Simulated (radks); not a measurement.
Question: Spin polarisation of the 3d6 shell in Fe. Start: [Ar] 3d(up 3, down 3) 4s2; electrons of 3d are moved from spin down to spin up, other shells keep equal spins. Calculated with a radial shooting solver on a logarithmic mesh with Libxc functionals: scalar-relativistic Kohn-Sham, PBE, spin-polarised, spherical densities, finite nucleus; Fermi nuclear charge, rms radius of each element as measured or else 0.836 A^(1/3) + 0.57 fm. Estimate the energy gained and the exchange splitting at a moment of 4 Bohr magnetons.

Answer: At moment 4 the spin-polarisation energy is -3.695 eV and the 3d exchange splitting 3.682 eV, that is 0.921 eV per Bohr magneton; E = -I m^2/4 would give I = 0.924 eV.
